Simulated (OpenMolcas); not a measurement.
Ni VIII.

| Quantity | Value |
| --- | --- |
| Program | OpenMolcas |
| Method | CASSCF |
| Basis | ANO-RCC-VDZP [5s4p2d1f] |
| Scalar Hamiltonian | DKH2, point nucleus |
| Active space | 3 electrons in 5 orbitals (3d) |
| State averaging | 2S+1 = 4 even, 10 roots; 2S+1 = 2 even, 40 roots |
| Spin-orbit coupling | state interaction with AMFI integrals over the reference wave functions, term energies averaged over their components |

Levels without dynamic correlation, in cm⁻¹ above 3d³ ⁴F_3/2:

| Level | E |
| --- | --- |
| 3d³ ²P_1/2 | 38169 |
| 3d³ ⁴P_1/2 | 27975 |
| 3d³ ²G_7/2 | 29017 |
| 3d³ ²H_9/2 | 38439 |
| 3d³ ²D_5/2(1) | 42684 |
| 3d³ ²F_7/2 | 65127 |
| 3d³ ²D_5/2(2) | 101436 |

On this reference, MS-CASPT2, IPEA 0.25 Eh, imaginary shift 0.1 Eh (closed shells correlated: 3s 3p) puts 3d³ ²P_1/2 at 34920 cm⁻¹.

Question: Estimate the other levels at that method by one scale factor, and say how well it serves.

Answer: The factor is 34920 / 38169 = 0.915. Scaled values beside those that MS-CASPT2 gives and measured ones (Corliss and Sugar, J. Phys. Chem. Ref. Data 10, 197 (1981)):
```json
{"Level": "3d³ ⁴P_1/2", "Scaled": "25597", "MS-CASPT2": "24530", "Miss (%)": "+4.4", "Measured": "23261"}
{"Level": "3d³ ²G_7/2", "Scaled": "26551", "MS-CASPT2": "27150", "Miss (%)": "-2.2", "Measured": ""}
{"Level": "3d³ ²H_9/2", "Scaled": "35172", "MS-CASPT2": "38050", "Miss (%)": "-7.6", "Measured": ""}
{"Level": "3d³ ²D_5/2(1)", "Scaled": "39056", "MS-CASPT2": "37770", "Miss (%)": "+3.4", "Measured": ""}
{"Level": "3d³ ²F_7/2", "Scaled": "59591", "MS-CASPT2": "60420", "Miss (%)": "-1.4", "Measured": ""}
{"Level": "3d³ ²D_5/2(2)", "Scaled": "92814", "MS-CASPT2": "93800", "Miss (%)": "-1.1", "Measured": ""}
```
For these levels the scaled values miss MS-CASPT2 by up to 7.6 %, as correlation changes each term by its own factor, spin-orbit parts do not scale and CASPT2 has its own spread within terms. This holds within one configuration; levels of others move differently, and the target method has errors of its own against measurement.

Term energies are means over components that CASPT2 splits; among the terms shown or strongly mixed into the levels shown the widest spread is 930 cm-1 (3d³ ⁴F, MS-CASPT2). The basis is small and was not contracted for so high a charge. Without dynamic correlation excited terms often stand tens of per cent too high (terms of higher spin than the ground term too low), and those without a measured partner can miss by more than the paired ones (holds for CASSCF). Computed and measured levels are paired by configuration, term and J; levels that our copy of the source lacks, or whose pairing is in doubt (as where it misses far off the trend of its configuration), stay unpaired and out of the deviations. Levels of configurations outside the active space are missing.

A number in round brackets counts repeated terms of one configuration in the order of the reference energies.
